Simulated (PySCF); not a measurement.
Work out the structure from these simulated measurements.

Formula: C8H11OP.

| Property | Result |
| --- | --- |
| Polarisability | 119.5 au [B3LYP/def2-SVPD] |
| Valence photoelectron | vertical ionisation energy: 9.07 eV [ΔSCF B3LYP/def2-SVPD] |
| UV, first state | lowest singlet excitation: 5.27 eV (235 nm, f = 0.003) [TDDFT B3LYP/def2-SVPD] |
| 13C NMR | chemical shifts (computed TMS as zero) by class: 138.3 (1 C), 133.3 (2 C), 133.3 (1 C), 130.4 (2 C), 19.9 (2 C) ppm [GIAO B97-2/pcSseg-1] |
| Rotational structure | rotational constants A, B, C: 2.270, 0.777, 0.689 GHz [PBE0-D3(BJ)/def2-SVP] |
| Triplet | lowest triplet excitation (Tamm–Dancoff): 4.09 eV [TDA B3LYP/def2-SVPD] |
| 1H NMR | chemical shifts (computed TMS as zero) by class: 7.80 (2 H), 7.48 (1 H), 7.47 (2 H), 1.41 (6 H) ppm [GIAO B97-2/pcSseg-1] |
| UV, strongest line | among the 10 lowest singlet transitions: S6 at 5.95 eV (209 nm, f = 0.066) [TDDFT B3LYP/def2-SVPD] |
| Dipole | 4.35 D [B3LYP/def2-SVPD] |
| NMR, other nuclei | isotropic shieldings of nuclei other than C and H, by class: 241 (1 O), 316 (1 P) ppm [GIAO B97-2/pcSseg-1] |

Gas-phase values; electronic properties from PySCF, density fitting. Levels stand in brackets. One conformer (not necessarily the lowest) at the PBE0-D3(BJ)/def2-SVP geometry, without solvent, vibrations or thermal averaging. NMR values are class means; diastereotopic atoms form classes of their own.

**Question.** Propose a structure and show how it fits.

**Answer.** Numbering: `[CH3:1][P:2]([CH3:3])(=[O:4])[c:5]1[cH:6][cH:7][cH:8][cH:9][cH:10]1`. 8 carbons fall into 5 classes; from least to most shielded: substituted aromatic carbon [C5] (138.3 ppm), aromatic CH carbon [C6/C10] (133.3 ppm, 2 C, up to 6.6 ppm apart in this geometry), aromatic CH carbon [C8] (133.3 ppm), aromatic CH carbon [C7/C9] (130.4 ppm, 2 C), chain sp3 carbon bound to phosphorus [C1/C3] (19.9 ppm, 2 C). Hydrogen classes from least to most shielded: 2 H on the ortho carbons, C6/C10 (7.80 ppm, a mean of values up to 1.3 ppm apart in this geometry), 1 H on the para carbon, C8 (7.48 ppm), 2 H on the meta carbons, C7/C9 (7.47 ppm), 6 H on 2 like atoms (sp3 carbon bound to phosphorus), C1/C3 (1.41 ppm). The other shieldings belong to: 241 ppm, phosphoryl oxygen [O4]; 316 ppm, phosphoryl phosphorus [P2]. The first electron is taken from the HOMO, whose largest Löwdin shares are 0.53 on the phosphoryl oxygen, 0.10 on the phosphoryl phosphorus and 0.06 on each of 2 atoms of one kind (sp3 carbon bound to phosphorus). By its constants the optimised geometry is an asymmetric top. Structure: `CP(C)(=O)c1ccccc1` (dimethylphenyl phosphine oxide). The assignments are read from this structure; whether some other isomer fits the data as well wasn't checked.

Shape of the structure used: `[CH3:1][P:2]([CH3:3])(=[O:4])[c:5]1[cH:6][cH:7][cH:8][cH:9][cH:10]1`: C1–P2–C5–C6 -126°.
